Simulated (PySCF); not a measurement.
# BiP: script and output

The script input.py:

```python
from pyscf import gto, scf, tdscf

mol = gto.M(
    atom='Bi 0 0 0; P 0 0 2.525',
    basis='def2-svpd',
    ecp={'Bi': 'def2-svpd'},
    charge=0,
    spin=0,
    verbose=4,
)
mf = scf.RHF(mol)
mf.kernel()
td = tdscf.TDA(mf)
td.nstates = 4
td.kernel()
td.analyze(verbose=3)
mf.dip_moment()
print('orbital energies (hartree):', mf.mo_energy[..., max(0, mol.nelec[1]-3):mol.nelec[0]+3].round(4))
```

```bash
$ OMP_NUM_THREADS=1 python input.py
```

It prints (some set-up lines and the per-cycle HOMO/LUMO lines with their warnings removed):

```
PySCF version 2.14.0

[INPUT] Symbol           X                Y                Z      unit          X                Y                Z       unit  Magmom
[INPUT]  1 Bi     0.000000000000   0.000000000000   0.000000000000 AA    0.000000000000   0.000000000000   0.000000000000 Bohr   0.0
[INPUT]  2 P      0.000000000000   0.000000000000   2.525000000000 AA    0.000000000000   0.000000000000   4.771558464527 Bohr   0.0

nuclear repulsion = 72.3034208979802
number of shells = 22
number of NR pGTOs = 109
number of NR cGTOs = 56
basis = def2-svpd
ecp = {'Bi': 'def2-svpd'}

******** <class 'pyscf.scf.hf.RHF'> ********
method = RHF
initial guess = minao
damping factor = 0
level_shift factor = 0
DIIS = <class 'pyscf.scf.diis.CDIIS'>
SCF conv_tol = 1e-09
SCF max_cycles = 50
Initial guess from minao.
init E= -526.780374929654
cycle= 1 E= -552.28255018159  delta_E= -25.5  |g|= 2.08  |ddm|= 12.7
cycle= 2 E= -551.099765224618  delta_E= 1.18  |g|= 2.76  |ddm|= 7.02
cycle= 3 E= -554.107541554926  delta_E= -3.01  |g|= 0.304  |ddm|= 4.32
cycle= 4 E= -554.128417966757  delta_E= -0.0209  |g|= 0.156  |ddm|= 0.557
cycle= 5 E= -554.139563757193  delta_E= -0.0111  |g|= 0.0323  |ddm|= 0.232
cycle= 6 E= -554.140115026508  delta_E= -0.000551  |g|= 0.0117  |ddm|= 0.0681
cycle= 7 E= -554.140184783615  delta_E= -6.98e-05  |g|= 0.00551  |ddm|= 0.025
cycle= 8 E= -554.140203669569  delta_E= -1.89e-05  |g|= 0.00103  |ddm|= 0.0131
cycle= 9 E= -554.140205864454  delta_E= -2.19e-06  |g|= 0.000939  |ddm|= 0.00476
cycle= 10 E= -554.140207022654  delta_E= -1.16e-06  |g|= 0.000137  |ddm|= 0.00512
cycle= 11 E= -554.140207055503  delta_E= -3.28e-08  |g|= 1.99e-05  |ddm|= 0.001
cycle= 12 E= -554.140207056117  delta_E= -6.14e-10  |g|= 2.76e-06  |ddm|= 0.000131
Extra cycle  E= -554.140207056123  delta_E= -5.57e-12  |g|= 1.2e-06  |ddm|= 8.85e-06
converged SCF energy = -554.140207056123

******** <class 'pyscf.tdscf.rhf.TDA'> for <class 'pyscf.scf.hf.RHF'> ********
nstates = 4 singlet
deg_eia_thresh = 1.000e-03
wfnsym = None
conv_tol = 1e-05
eigh lindep = 1e-12
eigh level_shift = 0
eigh max_cycle = 100

Excitation energies (eV)
[1.00286791 1.38497353 1.38497353 4.04812799]

** Singlet excitation energies and oscillator strengths **
Excited State   1:      1.00287 eV   1236.30 nm  f=0.0000
Excited State   2:      1.38497 eV    895.21 nm  f=0.0000
Excited State   3:      1.38497 eV    895.21 nm  f=0.0000
Excited State   4:      4.04813 eV    306.28 nm  f=0.1150
Dipole moment(X, Y, Z, Debye): -0.00000, -0.00000, -2.59366
orbital energies (hartree): [-0.3437 -0.2887 -0.2887 -0.0175 -0.0175  0.0659]
```

In short: E(SCF) = -554.140207 Eh, 12 cycles, μz(SCF) = -2.59 D, first singlet excitations without spin–orbit coupling 1.00, 1.38, 1.38, 4.05 eV.

Run time: 2.2 s on 1 thread of Arm Neoverse V1 (shared host).

Stability towards an unrestricted solution was not tested. The bond length is a typed value, not an optimised one.
